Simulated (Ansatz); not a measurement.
Cost and result for the atomization energy of `C[N](C)[Al]([OH])[OH]` (14 atoms, 13 bonds).

```
atom    x (Å)    y (Å)    z (Å)
  C1  -0.7648  -0.6825  -1.2972
  N2   0.0524   0.0460  -0.3621
  C3   1.0129   0.9031  -1.0160
 Al4  -0.0785  -0.0719   1.3944
  O5  -1.1971  -1.0594   2.1975
  O6   0.9897   0.8686   2.3120
  H7  -1.4814  -1.3246  -0.7781
  H8  -1.3394  -0.0082  -1.9495
  H9  -0.1600  -1.3272  -1.9521
 H10   1.6156   1.4393  -0.2804
 H11   1.6965   0.3280  -1.6575
 H12   0.5187   1.6492  -1.6556
 H13  -1.8441  -1.6206   1.7775
 H14   0.9794   0.8602   3.2670
```

Charge 0, multiplicity 1. The geometry is a stationary point of PBE0-D4/def2-TZVP. It is one conformer, not always the lowest. Program: Ansatz. All runs use 2 threads of an AMD EPYC 7R13 on a shared host and a share of an NVIDIA H100 80 GB. Times are those of one run each, without the atoms' runs, and a repeat can differ threefold. Electronic energies, without spin–orbit coupling; frozen cores. CCSD(T)/CBS adds CCSD(T) − MP2 in def2-TZVPP to the MP2 limit, and its time is that of the two runs behind it. T1 = 0.011.

CCSD(T)/CBS is a level of theory with its own doubt, some kJ/mol a heavy atom from the limit and from the frozen cores, so smaller differences don't rank the functionals.

```csv
level,functions,atomization (kJ/mol),difference from CCSD(T)/CBS,per bond
CCSD(T)/CBS(def2),–,5424.1,0.0,0.0
BHLYP-D4/def2-TZVPP,309,5230.6,-193.5,-14.9
revPBE-D4/def2-TZVPP,309,5353.0,-71.1,-5.5
B2PLYP/def2-TZVPP,309,5356.2,-67.9,-5.2
ωB97X-V/def2-TZVPP,309,5413.9,-10.2,-0.8
ωB97M-V/def2-TZVPP (with forces),309,5421.8,-2.3,-0.2
B97M-V/def2-TZVPP,309,5400.3,-23.8,-1.8
PBE-QIDH/def2-TZVPP,309,5351.3,-72.8,-5.6
BLYP-D4/def2-TZVPP,309,5407.4,-16.7,-1.3
CCSD(T)/def2-TZVPP,309,5271.8,-152.3,-11.7
CCSD(T)/def2-SVP,128,5088.2,-335.9,-25.8
MP2/def2-QZVPP,595,5470.6,46.5,3.6
CAM-B3LYP-D4/def2-TZVPP,309,5439.0,14.9,1.1
```

**Question.** Order the runs by time, with rough figures. (Estimate.)

**Answer.** Computed: BHLYP-D4/def2-TZVPP 1.6 s; CAM-B3LYP-D4/def2-TZVPP 1.8 s; CCSD(T)/def2-SVP 1.8 s; B2PLYP/def2-TZVPP 2 s; ωB97X-V/def2-TZVPP 2.2 s; PBE-QIDH/def2-TZVPP 2.4 s; BLYP-D4/def2-TZVPP 2.5 s; ωB97M-V/def2-TZVPP (with forces) 2.7 s; revPBE-D4/def2-TZVPP 2.8 s; MP2/def2-QZVPP 3.3 s; B97M-V/def2-TZVPP 3.5 s; CCSD(T)/def2-TZVPP 4.1 s; CCSD(T)/CBS(def2) 7.3 s.

In def2-TZVPP, CCSD(T) changes the Hartree–Fock value by +1408.4 kJ/mol (the triples alone add +77.8 kJ/mol) and MP2 by +1516.0 kJ/mol; breaking electron pairs costs correlation energy, which Hartree–Fock lacks. The D4 term adds +43.1 kJ/mol with B3LYP and +22.9 kJ/mol with PBE0; it sums over pairs of atoms, weighted by their polarisabilities, and B3LYP, whose exchange is more repulsive, gets the larger term. From PBE to PBE0 (25 % exact exchange), in def2-TZVPP and without D4, the atomization energy moves by −106.6 kJ/mol: exact exchange takes away binding that semilocal exchange gives to molecules.

B3LYP here is the variant with VWN-RPA as its local correlation; programs differ in this.
